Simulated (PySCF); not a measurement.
# Electron correlation in Ti⁺ (titanium, charge +1)

[Ar] 3d3, high-spin 4F determinant (an excited configuration). All numbers are calculated (PySCF 2.14, the spin-free X2C one-electron Hamiltonian (Gaussian nucleus), in aug-cc-pVTZ-DK). Frozen: [Ar]; 3 electrons correlated.

| level | correlation energy (mhartree) |
| --- | --- |
| CCSD | -25.47 |
| (T) | -0.28 |
| CCSD(T) | -25.75 |

Diagnostics: T1 = 0.0096, D1 = 0.0136, largest double amplitude 0.031.

Cost of the coupled-cluster step: about 23 core-seconds, for 3 correlated electrons.

Iterations:

```
CC2 = 0
CCSD nocc = (np.int64(3), np.int64(0)), nmo = (84, 84)
frozen orbitals [[0, 1, 2, 3, 4, 5, 6, 7, 8], [0, 1, 2, 3, 4, 5, 6, 7, 8]]
max_cycle = 100
direct = 0
conv_tol = 1e-08
conv_tol_normt = 1e-06
diis_space = 8
diis_start_cycle = 0
Init t2, MP2 energy = -0.0203641575017355
Init E_corr(UCCSD) = -0.0203641575026758
cycle = 1  E_corr(UCCSD) = -0.0241102342195569  dE = -0.00374607672  norm(t1,t2) = 0.0222453
cycle = 2  E_corr(UCCSD) = -0.0249812347040014  dE = -0.000871000484  norm(t1,t2) = 0.00943218
cycle = 3  E_corr(UCCSD) = -0.0254810416937325  dE = -0.00049980699  norm(t1,t2) = 0.00489399
cycle = 4  E_corr(UCCSD) = -0.0254380873991873  dE = 4.29542945e-05  norm(t1,t2) = 0.00140647
cycle = 5  E_corr(UCCSD) = -0.0254651181235376  dE = -2.70307244e-05  norm(t1,t2) = 0.000518897
cycle = 6  E_corr(UCCSD) = -0.0254654054448834  dE = -2.87321346e-07  norm(t1,t2) = 0.000102218
cycle = 7  E_corr(UCCSD) = -0.0254652075925586  dE = 1.97852325e-07  norm(t1,t2) = 2.59374e-05
cycle = 8  E_corr(UCCSD) = -0.0254651669866919  dE = 4.06058666e-08  norm(t1,t2) = 1.05308e-05
cycle = 9  E_corr(UCCSD) = -0.0254651363014956  dE = 3.06851963e-08  norm(t1,t2) = 3.06662e-06
cycle = 10  E_corr(UCCSD) = -0.0254651414151704  dE = -5.11367481e-09  norm(t1,t2) = 1.04163e-06
cycle = 11  E_corr(UCCSD) = -0.0254651379038029  dE = 3.5113675e-09  norm(t1,t2) = 3.85107e-07
UCCSD converged
E(UCCSD) = -852.5444811304567  E_corr = -0.0254651379038029
UCCSD(T) correction = -0.000277667956289705
```
